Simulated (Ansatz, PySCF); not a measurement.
C4H4F2, SMILES C=C=CC(F)F. Atoms are numbered in the order given.

```xyz
10

C      2.7976     0.2588     0.0000
C      1.5681    -0.1914     0.0000
C      0.3295    -0.6258     0.0000
C     -0.8518     0.2965     0.0000
F     -1.6312     0.0536     1.0956
F     -1.6311     0.0536    -1.0956
H      3.3314     0.4513     0.9367
H      3.3314     0.4513    -0.9367
H      0.0990    -1.6978     0.0000
H     -0.5683     1.3608     0.0000
```

The structure is a stationary point at TPSSh-D3(BJ)/def2-SVP. Other conformers were not sampled.

Two levels are set side by side: PBE-D3(BJ)/def2-SVP (Ansatz, a program for electronic structure) and TPSSh-D3(BJ)/def2-SVP (PySCF). Each level has its own optimised geometry; the coordinates shown are those of the second. Frequencies come from the Hessian of PySCF at each geometry. Differences are taken from unrounded values.

```csv
quantity,TPSSh-D3(BJ),PBE-D3(BJ),PBE-D3(BJ) minus TPSSh-D3(BJ)
mean bond length (Å),1.249,1.256,0.007
bond C1–C2 (Å),1.309,1.315,0.005
bond C2–C3 (Å),1.313,1.318,0.006
bond C3–C4 (Å),1.499,1.502,0.003
bond C4–F5 (Å),1.366,1.371,0.005
bond C4–F6 (Å),1.366,1.371,0.005
bond C1–H7 (Å),1.095,1.104,0.008
bond C1–H8 (Å),1.095,1.104,0.008
bond C3–H9 (Å),1.096,1.105,0.009
bond C4–H10 (Å),1.101,1.113,0.012
highest harmonic wavenumber (cm⁻¹),3219,3148,-72
mean harmonic wavenumber (cm⁻¹),1267,1230,-37
zero-point energy (kcal/mol),43.48,42.21,-1.28
```

Exact exchange shortens and stiffens bonds; PBE has none. Differences between two approximate levels are no errors against the true value.
